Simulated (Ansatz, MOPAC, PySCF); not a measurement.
Dimer: HF (SMILES F) (first 2 atoms) with H2 (SMILES [H][H]); geometry from B3LYP-D3(BJ)/def2-TZVP, rigid monomers moved along the line of their centres of mass till H2···H3 is 1.78 Å.
(charge 0, multiplicity 1):
```xyz
4

F      0.0691     0.0916    -0.1267
H      0.1090     0.0822     0.7990
H      0.5590     0.0822     2.5205
H     -0.1856     0.0438     2.5533
```

Interaction energies are E(AB) − E(A) − E(B) at the monomers' geometry in the complex; basis-set methods are counterpoise corrected. Rows marked so take none.

Cores are frozen in the correlated methods. CBS: X⁻³ extrapolation of the correlation energy, Hartree–Fock from the larger set. Rows in 3-21G, 6-31G* carry no dispersion term and start afresh at each structure (6-31G* with six Cartesian d functions). The state that AM1 reach isn't checked.

Programs: Ansatz (a program for electronic structure); MOPAC for AM1 (differences of heats of formation); PySCF for 3-21G rows, 6-31G* rows, the dispersion terms. Values without a source in brackets are computed.

```tsv
level	interaction energy (kcal/mol)
AM1	0.76
r2SCAN-D3(BJ)/def2-TZVPPD	-0.91
B3LYP/3-21G (no counterpoise)	0.41
B3LYP/6-31G* (no counterpoise)	0.35
PBE0/def2-TZVPPD	-1.13
MP2/CBS(aug-cc-pVTZ, aug-cc-pVQZ)	-0.73
CCSD/aug-cc-pVQZ	?
CCSD(T)/aug-cc-pVTZ	?
CCSD(T)/aug-cc-pVQZ	-0.72
```

Problem. What belongs in the gaps?

Solution. 
- CCSD/aug-cc-pVQZ, interaction energy (kcal/mol): -0.54
- CCSD(T)/aug-cc-pVTZ, interaction energy (kcal/mol): -0.63
